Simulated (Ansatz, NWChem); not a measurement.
## Exact exchange and the HOMO–LUMO gap of RbBr

RbBr has 2 atoms, charge 0, and is taken as a singlet. SMILES: `[Br][Rb]`. Geometry: the measured bond length.

The HOMO–LUMO gap y, in eV, basis def2-TZVP with a core potential; a is the functional's share of exact exchange. Programs: Ansatz 0.2.0, NWChem 7.3.0.

| functional | program | a | y (eV) |
| --- | --- | --- | --- |
| r2SCAN | Ansatz | 0 | 3.59 |
| TPSS | NWChem | 0 | 2.84 |
| B3LYP | Ansatz | 0.2 | 3.80 |
| PBE0 | Ansatz | 0.25 | ? |
| r2SCAN0 | Ansatz | 0.25 | 4.90 |
| BHLYP | Ansatz | 0.5 | 5.59 |

**Question.** Fit y = c + s·a to the known rows and predict PBE0.

**Answer.** 
1. Means of the 5 rows: a = 0.1900, y = 4.144.
2. Σ(Δa)² = 0.172, Σ(Δa·Δy) = 0.8432, so the slope is 0.8432/0.172 = 4.9023.
3. Intercept: 4.144 − (4.9023) × 0.1900 = 3.213. The largest residual of the fit is 0.46.
4. PBE0: 3.213 + (4.9023) × 0.25 = 4.44 eV.

The run gave 4.31 eV, so the prediction is off by +0.13 eV, within the scatter of the fit. Exact exchange lowers occupied levels and raises empty ones. The rows mix families of semi-local functionals, which the line can't see.
